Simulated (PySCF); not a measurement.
An unknown gives this computed stick spectrum. Method: TDDFT B3LYP/def2-SVPD, vertical, gas phase, core orbitals frozen in the response (PySCF). Geometries: PBE0-D3(BJ)/def2-SVP, one conformer each.

```csv
state,ν̃ (cm⁻¹),f,"main configurations (H = HOMO, L = LUMO)"
S1,43470,0.013,H→L (96%)
S2,46240,0.034,H→L+1 (97%)
S3,50240,0.014,H→L+2 (90%)
S4,53530,0.026,"H→L+3 (80%), H→L+4 (12%)"
S5,54390,0.0028,"H→L+4 (67%), H→L+5 (13%), H→L+3 (11%)"
S6,54710,0.0032,H-1→L (96%)
S7,55780,0.0062,H→L+6 (80%)
S8,55900,0.0065,"H→L+5 (77%), H→L+4 (11%)"
S9,58430,0.015,"H→L+7 (74%), H→L+8 (9%), H-1→L+1 (9%)"
S10,58950,0.011,"H-1→L+1 (80%), H→L+7 (12%)"
```

Triplets computed (Tamm–Dancoff): 5.26, 5.60, 6.15, 6.46 eV.

Orbital energies (eV): HOMO-3 -9.24, HOMO-2 -9.02, HOMO-1 -7.65, HOMO -6.16, LUMO 0.03, LUMO+1 0.49, LUMO+2 0.82.

Question: Which structure fits? All have the formula C5H15NOSi.
A. `CC[C@@H](C)[Si@@H](O)NC`
B. `CCC[Si@H](N)OCC`
C. `CC(C)[Si@H](O)N(C)C`

Answer: C. Its S1, at 5.39 eV, is the lowest among the candidates; the nearest of the others has S1 at 5.71 eV. S1 is HOMO→LUMO (96%). Löwdin shares by element: HOMO nitrogen 54%, carbon 17% or more, silicon 7% (atoms not listed hold the other 22%); LUMO oxygen 19%, hydrogen 14% or more, silicon 12%, carbon 10% or more (atoms not listed hold the other 45%). At the same level the other candidates give, for their lowest levels:
- `CC[C@@H](C)[Si@@H](O)NC`: 5.71 eV (f 0.009); 6.17 eV (f 0.015); 6.51 eV (f 0.014); 6.75 eV (f 0.002); 6.89 eV (f 0.038); T1 5.53 eV; HOMO -6.56, LUMO 0.06 eV
- `CCC[Si@H](N)OCC`: 6.32 eV (f 0.051); 7.05 eV (f 0.006); 7.17 eV (f 0.026); 7.26 eV (f 0.004); 7.42 eV (f 0.007); T1 6.00 eV; HOMO -7.10, LUMO 0.21 eV

Conformer computed: `[CH3:1][CH:2]([CH3:3])[Si@H:4]([OH:5])[N:6]([CH3:7])[CH3:8]`: C1–C2–Si4–O5 -63°, C2–Si4–N6–C7 167°, H–O5–Si4–C2 -68°.

Without π bonds the low states are Rydberg-like; a valence basis with one diffuse set may place them up to an eV too high.
